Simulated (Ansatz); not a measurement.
The cluster MgI₂ (the lowest singlet isomer of a short search) was relaxed with r2SCAN-D4 (def2-TZVP) in Ansatz in these states: neutral quintet, neutral singlet, neutral triplet. The geometries follow in no particular order.

In the def2 sets I takes a core potential; there is no spin–orbit coupling.

A:

Cartesian coordinates in Å:
```
Mg -0.0022 0.0010 -0.0025
I 1.4268 -1.1625 -1.7353
I -1.4246 1.1615 1.7378
```

B:

```xyz
3

Mg    0.7541   -0.4112   -1.2279
I     1.0025    0.8431    1.2478
I    -1.7567   -0.4319   -0.0199
```

C:

```xyz
3

Mg    0.0002    0.0003    0.0000
I     2.5188   -1.9568   -0.7332
I    -2.5190    1.9565    0.7332
```

Judge from the bond lengths which geometry belongs to which state (an estimate).

A is the neutral singlet (Mg1–I2 2.530 Å, Mg1–I3 2.530 Å); B is the neutral triplet (Mg1–I2 2.786 Å, Mg1–I3 2.786 Å); C is the neutral quintet (Mg1–I2 3.273 Å, Mg1–I3 3.273 Å).

At PBE0-D4/def2-TZVP a singlet lies 2.58 eV below the neutral triplet. At PBE0-D4/def2-TZVP a singlet lies 7.99 eV below the neutral quintet. In the triplet, I2 and I3 lie 3.29 Å apart (atoms count from 1), so these atoms are partly bonded to each other. These are the stationary points nearest to one start from a short search; other shapes may lie lower in each state.
